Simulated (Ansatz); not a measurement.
Basis-set series for C$_{2}$HBCl$_{2}$ (`C#CB(Cl)Cl`). Total charge 0; spin multiplicity 1. Geometry: relaxed with PBE0-D4/def2-TZVP.

| atom | x (Å) | y (Å) | z (Å) |
| --- | --- | --- | --- |
| C1 | -0.5465 | 1.5766 | -0.0899 |
| C2 | -0.1523 | 0.4392 | -0.0251 |
| B3 | 0.3403 | -0.9818 | 0.0560 |
| Cl4 | -0.3274 | -2.0742 | 1.2370 |
| Cl5 | 1.5809 | -1.5421 | -1.0307 |
| H6 | -0.8951 | 2.5823 | -0.1473 |

| functional | basis | functions | energy (Eh) | HOMO (eV) | LUMO (eV) |
| --- | --- | --- | --- | --- | --- |
| PBE0-D4 | def2-SVP | 83 | -1021.29793 | -8.51 | -2.13 |
| PBE0-D4 | def2-QZVPP | 341 | -1021.75381 | -8.63 | -2.37 |
| ωB97M-V | def2-SVP | 83 | -1021.64875 | -10.72 | 0.00 |
| ωB97M-V | def2-QZVPP | 341 | -1022.10287 | -10.87 | -0.32 |

(1) Give the rows for def2-TZVPP. (Estimate.)

Answers

(1) The calculation gave: 
```
functional       basis  functions  energy (Eh)  HOMO (eV)  LUMO (eV)
   PBE0-D4  def2-TZVPP        191  -1021.72172      -8.60      -2.33
   ωB97M-V  def2-TZVPP        191  -1022.07290     -10.84      -0.25
```

All numbers were calculated with Ansatz.
